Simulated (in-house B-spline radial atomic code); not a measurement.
**wB97X excitations of Mg**

Method: wB97X. Computed with an all-electron radial atomic-structure program (B-spline basis): linear response of the closed shell [Ne] 3s2 with the functional's adiabatic kernel; scalar-relativistic (spin-free one-electron X2C), finite nucleus, no spin-orbit coupling, no double excitations, S, P, D and F terms only.

Command:
```bash
python run_td.py task.json out
```
Settings (radii: box in bohr, nucleus in fm):
```
Z                        12
electrons                12
configuration            [Ne] 3s2
hamiltonian              x2c
method                   wb97x
box_radius               75
rms_radius               3.057
intervals                78
```

Run time, properties included: 1.5 s on 1 thread of Arm Neoverse N1, with other jobs on the host.

The lowest states, in the order of their Tamm-Dancoff energies; the method's threshold (minus the highest occupied level) is 7.332 eV. Labels give the largest channel, * marks a mixed state, and oscillator strengths are full-response dipole values. Measured ¹D terms are left out, since they can mix with doubly excited terms. Semilocal kernels can invert the small singlet-triplet splittings of Rydberg terms. Energies in eV:

| state | full response | Tamm-Dancoff | oscillator strength | measured (J-weighted term) |
| --- | --- | --- | --- | --- |
| 3s → 3p 3P | 2.736 | 2.875 | - | 2.714 |
| 3s → 3p 1P | ? | ? | ? | ? |
| 3s → 4s 3S | 4.970 | 4.988 | - | 5.108 |
| 3s → 4s 1S | 5.349 | 5.365 | - | 5.394 |
| 3s → 4p 3P | 5.612 | 5.627 | - | 5.932 |
| 3s → 3d 3D | 5.802 | 5.817 | - | 5.946 |
| 3s → 3d 1D | 5.895 | 5.903 | - | - |
| 3s → 4p 1P | 5.985 | 6.011 | 0.0803 | 6.118 |
| 3s → 5s 3S | 6.193 | 6.196 | - | 6.431 |
| 3s → 5s 1S | 6.244 | 6.250 | - | 6.516 |
| 3s → 5p 3P | 6.426 | 6.430 | - | 6.726 |
| 3s → 4f 3F | 6.461 | 6.463 | - | 6.779 |
| 3s → 4d 1D | 6.465 | 6.468 | - | - |
| 3s → 4d 3D | 6.488 | 6.493 | - | 6.719 |
| 3s → 4f 1F | ? | ? | - | ? |
| 3s → 5p 1P | 6.538 | 6.551 | 0.0279 | 6.783 |

Problem. Where does 3s → 4f 1F lie?

Solution. At 6.531 eV in full response, 6.532 eV in Tamm-Dancoff; measured 6.779 eV.

Problem. Where does 3s → 3p 1P lie?

Solution. At 4.250 eV in full response, 4.418 eV in Tamm-Dancoff, oscillator strength 1.71; measured 4.346 eV.

Problem. How large is the singlet-triplet splitting of 3s → 3p (P terms) in Tamm-Dancoff?

Solution. 1.54 eV, from the unrounded values.

Problem. What polarisabilities and dispersion coefficient does the method give?

Solution. Dipole 73.89 bohr³, quadrupole 785.7 bohr⁵, C6 660.3 hartree·bohr⁶ for two such species. Recommended dipole value: 71.2 ± 0.4 bohr³ (Schwerdtfeger and Nagle, table of static dipole polarizabilities (2023 update)), which includes relativity and correlation.
